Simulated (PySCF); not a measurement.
Mapped SMILES: `[CH2:1]=[CH:2][SiH2:3][C:4]([SiH3:5])([SiH3:6])[C:7](=[O:8])[OH:9]`; H(Xn) means a hydrogen on atom n. Ha(C1) is cis to Si3; Hb(C1) is trans to Si3.

[PySCF: shieldings: GIAO PBE0/pcSseg-1; coordinates at the GFN2-xTB level; non-relativistic Hamiltonian; no solvent; one conformer; rapidly exchanging positions averaged]

Scale: TMS for ¹³C and ¹H and ²⁹Si; ¹⁷O vs H2O (reference shieldings calculated alike).

| atoms | nucleus | count | δ (ppm) |
| --- | --- | --- | --- |
| Ha(C1) | ¹H | 1 | ? |
| Hb(C1) | ¹H | 1 | 6.49 |
| O8 | ¹⁷O | 1 | ? |
| H(Si5)/H(Si6) | ¹H | 6 | 4.28 |
| Si5/Si6 | ²⁹Si | 2 | -61.5 |
| H(O9) | ¹H | 1 | 6.29 |
| O9 | ¹⁷O | 1 | 214.8 |
| C1 | ¹³C | 1 | 143.3 |
| H(Si3) | ¹H | 2 | 4.75 |
| C4 | ¹³C | 1 | ? |
| Si3 | ²⁹Si | 1 | -48.2 |
| C7 | ¹³C | 1 | 183.5 |
| H(C2) | ¹H | 1 | ? |
| C2 | ¹³C | 1 | 141.4 |

Question: Fill in the missing shifts.

Answer: 
- C4: 8.6 ppm, fully substituted sp3 carbon bonded to 3 Si, α to a carbonyl; an electropositive neighbour leaves it electron-rich and shielded
- H(C2): 6.39 ppm, hydrogen on an alkene CH; olefinic region
- Ha(C1): 6.15 ppm, hydrogen on a terminal =CH2 carbon; a vinylic proton, deshielded by the sp2 carbon and the C=C anisotropy
- O8: 443.5 ppm, carbonyl oxygen

OH/NH shifts are gas-phase values; hydrogen bonding in solution moves them, usually downfield. Shifts are as computed. Against solution values, carbons near 30 ppm lie about +3 ppm off and those near 130 ppm about +5 ppm. Of 1309 compounds with measured shifts, 239 miss one by over three times the rms of a fit or turn the order of signals round; such compounds aren't used in these exercises. In solution the two oxygens of a carboxylic acid exchange roles by proton transfer and give one 17O line. Hydrogen bonding in solution shields acid and N–H amide carbonyl oxygens by tens of ppm. The C=O carbon of an acid or of an amide with N–H lies up to 10 ppm further downfield in solution, through hydrogen bonding that the calculation lacks. Unscaled 17O shifts of doubly bonded oxygen tend to come out too high, by tens of ppm or more. Experimental scales use liquid or dissolved standards, which lie at an offset from isolated H2O (liquid H2O: subtract about 36 ppm).
